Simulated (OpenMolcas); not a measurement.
**I VII: effect of the IPEA shift**

| Item | Value |
| --- | --- |
| Program | OpenMolcas |
| Basis | ANO-RCC-VTZP [7s6p4d2f1g] |
| Scalar Hamiltonian | DKH2, point nucleus |
| Active space | 1 electron in 4 orbitals (5s 5p) |
| State averaging | 2S+1 = 2 even, 1 root; 2S+1 = 2 odd, 3 roots |
| Spin-orbit coupling | state interaction with AMFI integrals over the reference wave functions, term energies averaged over their components |

Methods on the same reference wave functions:
A. CASSCF
B. SS-CASPT2, IPEA 0 Eh, imaginary shift 0.1 Eh (closed shells correlated: 4d)
C. SS-CASPT2, IPEA 0.25 Eh, imaginary shift 0.1 Eh (closed shells correlated: 4d)

Energies in cm⁻¹ above 5s ²S_1/2, the measured ground level; measured values from Moore, Atomic Energy Levels, vol. III, NSRDS-NBS 35 (1971 reprint of NBS Circular 467, 1958).

```tsv
Level	A	B	C	Measured
5s ²S_1/2	0.0	0.0	0.0	0.0
5p ²P°_1/2	104827	107217	107206	104960
5p ²P°_3/2	118827	121217	121206	119960
```

Deviations, from unrounded energies. A percentage is the sum of absolute deviations over the sum of measured energies, with the sign that they share, or ± where signs differ.

| Against measurement | Levels | A | B | C |
| --- | --- | --- | --- | --- |
| mean absolute deviation (cm-1) | 2 | 630 | 1800 | 1700 |
| other configurations (%) | 2 | -0.6 | +1.6 | +1.6 |

A lies closest to measurement on these levels and B furthest from it. The largest miss of A in the table is 5p ²P°_3/2, by -1100 cm-1. The ranking rests on the paired levels alone, and a cruder setting can come out closer through cancelling errors.

Between B and C the level of the table that moves most is 5p ²P°_3/2, by 11 cm-1 (lowest in C, highest in B).

The lowest spin-free term lies below A's lowest term by 0.373 hartree in B, 0.372 hartree in C.

With one active electron the reference holds no correlation, so core polarisation is missing (holds for A). With one active electron, CASPT2 adds the correlation within the correlated inactive shells and between them and that electron, and leaves the splitting within a term as the reference gives it (holds for B; C). Computed and measured levels are paired by configuration, term and J; levels that our copy of the source lacks, or whose pairing is in doubt (as where it misses far off the trend of its configuration), stay unpaired and out of the deviations. Levels of configurations outside the active space are missing.

° marks odd parity.
